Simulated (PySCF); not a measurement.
C3H5O, SMILES OC(C)=[CH], multiplicity 2. Atoms are numbered in the order given.

```xyz
9

C      1.1879    -0.8745     0.0000
C      0.1137    -0.0985     0.0000
C      0.1526     1.4012     0.0000
O     -1.1817    -0.5582     0.0000
H      1.4611    -1.9272     0.0000
H      1.1857     1.7710     0.0000
H     -0.3727     1.7894    -0.8881
H     -0.3727     1.7894     0.8881
H     -1.1729    -1.5257     0.0000
```
Charge 0, spin multiplicity 2.

The structure is a stationary point at B3LYP-D3(BJ)/def2-SVP. The isomer is the one that the SMILES or the coordinates give; other isomers of the formula were not compared. Other conformers were not sampled.

The numbers are results of PySCF with PBE/def2-TZVPD, not measurements.

Mulliken values depend strongly on the basis, most of all with diffuse functions as here. ESP charges are fitted to the potential on shells at 1.4 to 2.0 van der Waals radii. Atomic charges (e):

| atom | ESP fit | meta-Löwdin | Mulliken spin |
|---|---|---|---|
| C1 | -0.47 | [?] | 0.98 |
| C2 | 0.40 | 0.19 | -0.12 |
| C3 | -0.57 | -0.35 | 0.07 |
| O4 | -0.49 | -0.45 | 0.06 |
| H5 | 0.21 | 0.14 | 0.02 |
| H6 | 0.19 | [?] | 0.00 |
| H7 | 0.18 | [?] | 0.00 |
| H8 | 0.18 | [?] | 0.00 |
| H9 | 0.37 | [?] | -0.01 |

**Question.** What belongs in the gaps? (Estimate from the structure and the level; the computed values follow.)

**Answer.** 
- C1, meta-Löwdin: -0.28
- H6, meta-Löwdin: 0.13
- H7, meta-Löwdin: 0.13
- H8, meta-Löwdin: 0.13
- H9, meta-Löwdin: 0.35
